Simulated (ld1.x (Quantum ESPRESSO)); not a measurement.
**Before and after: TM potential for Co**

Co, norm-conserving Troullier–Martins (Kleinman–Bylander form), made with ld1.x (Quantum ESPRESSO) 7.5 (PBE, non-relativistic). Core [Ar], reference 3d7 4s2 4p0. Waves: 4s (bound): rc 2.05 bohr; 4p (bound, empty): rc 0.90 bohr; 3d (bound): rc 1.55 bohr. Local part: the d channel. Core correction: none.

Change: wave 3d (bound): rc 1.55 bohr becomes 3d (bound): rc 1.88 bohr.

Cutoffs: the cutoffs (Ry, on a coarse ladder) from which the occupation-weighted sum of valence levels, in a spherical-Bessel basis at the reference potential, stays within 10 and 1 mRy of its value at 400 Ry; they do not see the model core or the augmentation charge, which bear on the density cutoff. Errors are all-electron minus pseudo energies relative to the spin-unpolarised reference configuration.

Predict the effect on cutoff, ghosts and configuration errors.

The potential gets softer (110 Ry and 180 Ry → 80 Ry and 140 Ry); both files keep a bound ghost (p, s); of the 6 tests that both files solve, the error grows in 0 and shrinks in 2 by more than 15 % and 0.3 meV (median size 92.6 → 57.1 meV); the range in which the s phases agree widens (upper end 2.2 → 3.7). A larger radius leaves more room for a smooth pseudo-wave, so fewer plane waves are needed.

```csv
quantity,base,changed
"cutoff, loose",110 Ry,80 Ry
"cutoff, tight",180 Ry,140 Ry
loose cutoff by channel (10 mRy a level),"s 6 Ry, d 90 Ry","s 15 Ry, d 70 Ry"
bound ghosts,"s, p","s, p"
"tests counted (converged, no solver errors)",6 of 7,6 of 7
"error for 3d7 4s1 4p0, meV [ΔE 8.88 eV]",+7.6,+8.5
"error for 3d7 4s0 4p0, meV [ΔE 25.42 eV]",+79,+81
"error for 3d6 4s0 4p0, meV [ΔE 61.52 eV]",+107,+9.6
"error for 3d7.5 4s1.5 4p0, meV [ΔE -1.15 eV]",-35,-33
"error for 3d8 4s0 4p0, meV [ΔE 5.95 eV]",-175,-135
"error for 3d8 4s1 4p0, meV [ΔE -1.54 eV]",-118,-120
s: phases at 2.25 bohr within 0.05 rad from the reference energy up to (Ry; the scan ends near 5),2.2,3.7
p: phases at 2.25 bohr within 0.05 rad from the reference energy up to (Ry; the scan ends near 5),to the end of the scan,to the end of the scan
d: phases at 2.25 bohr within 0.05 rad from the reference energy up to (Ry; the scan ends near 5),1.3,0.7
```

Base: Tests not counted: 3d6 4s2 4p1 (solver errors, printed error -30.5 eV). The 4p radius (0.90 bohr) lies inside the outermost node of the all-electron wave (1.05 bohr), which a nodeless pseudo-wave cannot match soundly. Changed file: Tests not counted: 3d6 4s2 4p1 (solver errors, printed error -3.0 eV). The 4p radius (0.90 bohr) lies inside the outermost node of the all-electron wave (1.05 bohr), which a nodeless pseudo-wave cannot match soundly. A true bound ghost makes a file unfit for plane-wave use even where its test errors are small: the radial tests pick states by their node count and pass the ghost by. Where a test does run into it, the solver fails or the error is huge.
